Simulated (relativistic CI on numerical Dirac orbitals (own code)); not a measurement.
**Hyperfine structure of Sn40+, mass number 119**

Computed by Dirac-Coulomb-Breit CI, KLI orbitals optimised for each configuration, model QED (radiative potential, 1s self-energy scaled to tabulated hydrogen-like ionisation energies), unscaled Slater integrals (own radial code, finite nucleus).

Configurations in the expansion (outside the closed core 1s2): 2s2 2p6, 2s2 2p5 3s, 2s2 2p5 3p, 2s2 2p5 3d, 2s 2p6 3s, 2s 2p6 3p, 2s 2p6 3d, 2s2 2p5 4s, 2s2 2p5 4p, 2s2 2p5 4d, 2s2 2p5 4f, 2s 2p6 4s, 2s 2p6 4p, 2s2 2p4 3s2, 2s 2p6 4d, 2s 2p6 4f. Levels of other configurations are missing.

Nuclear spin I = 1/2, μ = -1.0459 μN (tables of Stone and Pyykkö). The electronic factors are computed for point nuclear moments, without core polarisation or the Bohr-Weisskopf and QED corrections.

| Level | E (eV) | A (GHz) |
| --- | --- | --- |
| 2s2 2p5 3s 3P°_2 | 3543.06 | -980.8 |
| 2s2 2p5 3s 1P°_1 | 3548.12 | 38.59 |
| 2s2 2p5 3p 3D_2 | 3628.60 | -549.8 |
| 2s2 2p5 3p 3D_3 | 3687.86 | -297.7 |
| 2s2 2p5 3p 1P_1 | 3687.91 | -309.7 |
| 2s2 2p5 3p 3P_2 | 3695.38 | -297 |
| 2s2 2p5 3s 3P°_1 | 3782.04 | -2639 |
| 2s2 2p5 3d 3P°_1 | 3790.09 | -282.4 |

Levels with J = 0, under 50 % of one LS term, or S terms without an open s electron are left out. Small factors come from cancelling terms and can be off by tens of per cent or more.

At this charge energies of transitions that change n are usually good to better than 1 %, and those within a shell (Δn = 0) to a few per cent.

**Question.** Give the hyperfine levels of 2s2 2p5 3s 3P°_2 relative to its centre of gravity.

**Answer.** With K = F(F + 1) − I(I + 1) − J(J + 1), E = AK/2: F = 3/2: 1471, F = 5/2: -980.8 GHz.

LS names give the leading component of a level, which can be under half, so a name can repeat, a term be missing and a line seem to break the LS rules.
